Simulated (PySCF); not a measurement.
Job for PySCF: D3(BJ) and D4 dispersion corrections on C2H6OSi (SMILES CO[Si]C), a point of a torsion scan.

```python
from pyscf import gto
from pyscf.dispersion import dftd3, dftd4

mol = gto.M(
    atom='''
    C     1.95513051   -0.52192600   -0.12319139
    O     0.78471874    0.22107969   -0.27904421
    Si   -0.26286261    0.99074753    0.70360305
    C     0.80359032    1.54557225    2.21091140
    H     2.58590576   -0.12595850    0.67708159
    H     2.51089233   -0.49358048   -1.06260319
    H     1.69923662   -1.56000038    0.10775105
    H     1.70314054    2.07185842    1.88448873
    H     1.12289440    0.69626425    2.81912727
    H     0.25579197    2.21823550    2.86783693
    ''',
    basis='def2-svp',
    charge=0, spin=0, verbose=0, max_memory=1800)
d3, d4 = {}, {}
for xc in ['hf', 'pbe', 'blyp', 'revpbe', 'tpss', 'r2scan', 'b3lyp', 'pbe0', 'bhlyp', 'camb3lyp', 'b2plyp']:
    d3[xc] = float(dftd3.DFTD3Dispersion(mol, xc=xc, version='d3bj', atm=False).get_dispersion()['energy'])
    print(f'D3(BJ) {xc:10s} {d3[xc]:14.8f} Eh')
for xc in ['hf', 'pbe', 'blyp', 'revpbe', 'tpss', 'r2scan', 'b3lyp', 'pbe0', 'bhlyp', 'camb3lyp', 'b2plyp']:
    d4[xc] = float(dftd4.DFTD4Dispersion(mol, xc={'camb3lyp': 'cam-b3lyp'}.get(xc, xc), atm=True).get_dispersion()['energy'])
    print(f'D4     {xc:10s} {d4[xc]:14.8f} Eh')
```

Output:

```
D3(BJ) hf            -0.05487021 Eh
D3(BJ) pbe           -0.00697603 Eh
D3(BJ) blyp          -0.01501346 Eh
D3(BJ) revpbe        -0.01766280 Eh
D3(BJ) tpss          -0.00884094 Eh
D3(BJ) r2scan        -0.00193357 Eh
D3(BJ) b3lyp         -0.01228403 Eh
D3(BJ) pbe0          -0.00606888 Eh
D3(BJ) bhlyp         -0.00969697 Eh
D3(BJ) camb3lyp      -0.00554006 Eh
D3(BJ) b2plyp        -0.00575991 Eh
D4     hf            -0.02484248 Eh
D4     pbe           -0.00680687 Eh
D4     blyp          -0.01515247 Eh
D4     revpbe        -0.02187915 Eh
D4     tpss          -0.00920909 Eh
D4     r2scan        -0.00166020 Eh
D4     b3lyp         -0.01097179 Eh
D4     pbe0          -0.00571842 Eh
D4     bhlyp         -0.00812339 Eh
D4     camb3lyp      -0.00576476 Eh
D4     b2plyp        -0.00474698 Eh
```

The run finished.

Cost: very roughly 0.04 core-seconds.
